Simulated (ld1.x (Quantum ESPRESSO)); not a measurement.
## What one change does to a pseudopotential (Pm (Z = 61), TM semilocal)

Pm, norm-conserving Troullier–Martins (semilocal form), made with ld1.x (Quantum ESPRESSO) 7.5 (PBE, scalar-relativistic). Core [Xe] 4f4, reference 5d1 6s1.75 6p0.25. Waves: 6p (bound): rc 3.65 bohr; 5d (bound): rc 3.10 bohr; 6s (bound): rc 2.95 bohr. Local part: the s channel. Core correction: none.

Change: all radii scaled by about 1.08 (s 3.20, p 3.96, d 3.36 bohr).

Cutoffs: the cutoffs (Ry, on a coarse ladder) from which the occupation-weighted sum of valence levels, in a spherical-Bessel basis at the reference potential, stays within 10 and 1 mRy of its value at 400 Ry; they do not see the model core or the augmentation charge, which bear on the density cutoff. Errors are all-electron minus pseudo energies relative to the spin-unpolarised reference configuration.

Question: How do hardness, ghosts and transferability respond?

Answer: The potential gets softer (12 Ry and 18 Ry → 12 Ry and 15 Ry); the errors of the 7 common tests hardly move; neither file shows a bound ghost. A larger radius leaves more room for a smooth pseudo-wave, so fewer plane waves are needed. A semilocal file is local in each channel, so a ghost entry of none says nothing of the separable form that plane-wave codes build from it.

```csv
quantity,base,changed
"cutoff, loose",12 Ry,12 Ry
"cutoff, tight",18 Ry,15 Ry
bound ghosts,none,none
"error for 5d1 6s2 6p0, meV [ΔE -0.65 eV]",+0.2,+0.2
"error for 5d1 6s1 6p0, meV [ΔE 5.71 eV]",+0.7,+0.9
"error for 5d1 6s0 6p0, meV [ΔE 17.31 eV]",+187,+192
"error for 5d1.5 6s1.5 6p0, meV [ΔE -0.05 eV]",+13,+13
"error for 5d2 6s1 6p0, meV [ΔE 0.64 eV]",+45,+46
"error for 5d1 6s0 6p1, meV [ΔE 9.02 eV]",+43,+37
"error for 5d0 6s2 6p0, meV [ΔE 5.64 eV]",+188,+193
```
